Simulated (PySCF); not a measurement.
Mapped SMILES: `[CH3:1][NH:2][c:3]1[cH:4][cH:5][n:6][cH:7][cH:8]1`. Each H is labelled by its parent atom.

GIAO PBE0/pcSseg-1 shifts (PySCF 2.14, gas phase, non-relativistic, equivalent atoms averaged), each against references optimised in the same way as the molecule (TMS, NH3).

On the GFN2-xTB geometry: C3 158.0, C5/C7 156.0, C4/C8 109.9, C1 30.8, N6 324.2, N2 80.8, H(C5)/H(C7) 8.58, H(C4)/H(C8) 6.36, H(N2) 3.35, H(C1) 2.98 ppm.

Task: What changes on the PBE0-D3(BJ)/def2-SVP geometry?

Result: 
```json
{"atoms": "C3", "δ (ppm)": "155.8", "change": "-2.2"}
{"atoms": "C5/C7", "δ (ppm)": "155.9", "change": "-0.1"}
{"atoms": "C4/C8", "δ (ppm)": "109.3", "change": "-0.6"}
{"atoms": "C1", "δ (ppm)": "29.1", "change": "-1.7"}
{"atoms": "N6", "δ (ppm)": "323.2", "change": "-1.0"}
{"atoms": "N2", "δ (ppm)": "78.2", "change": "-2.6"}
{"atoms": "H(C5)/H(C7)", "δ (ppm)": "8.34", "change": "-0.24"}
{"atoms": "H(C4)/H(C8)", "δ (ppm)": "6.15", "change": "-0.21"}
{"atoms": "H(N2)", "δ (ppm)": "3.15", "change": "-0.20"}
{"atoms": "H(C1)", "δ (ppm)": "2.78", "change": "-0.20"}
```

Bonds between heavy atoms that differ most (equivalent bonds averaged): C4–C5 1.380 → 1.389 Å, C3–C4 1.401 → 1.409 Å, C5–N6 1.324 → 1.332 Å, C1–N2 1.441 → 1.433 Å, N2–C3 1.365 → 1.363 Å. Mean change of bonds to hydrogen: C–H +0.012 Å, N–H +0.002 Å.
